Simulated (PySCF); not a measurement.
# Fractional electron number in Mn(2+) (manganese, charge +2)

The 3d alpha orbital of [Ar] 3d5 is emptied in steps (occupation f), with all orbitals relaxed, ending at [Ar] 3d4. All numbers are calculated (PySCF 2.14, the non-relativistic Hamiltonian (point nucleus), in aug-cc-pVTZ (8s7p5d3f2g, 93 functions)). The exact energy is a straight line in f; departures are measured from the line between the end points of the same method.

| f | TPSS (eV) |
| --- | --- |
| 1 | 0.000 |
| 0.8 | -1.300 |
| 0.6 | -1.967 |
| 0.4 | -1.984 |
| 0.2 | -1.332 |
| 0 | 0.000 |

Q: For TPSS, how does the orbital energy at f = 1 compare with the removal energy?

A: −ε = 25.916 eV against a total-energy difference of 33.969 eV. By Janak's theorem ε = ∂E/∂f, so the gap between them reflects the curvature. Along the path −ε is 29.034 (f = 0.8), 32.246 (f = 0.6), 35.544 (f = 0.4), 38.916 (f = 0.2) eV.

Reference removal energy between the ground levels: 33.668 ± 0.012 eV (measured; NIST Atomic Spectra Database, ionization energies). The calculation has no spin-orbit coupling. The determinant left behind need not be the lowest term of the ion.
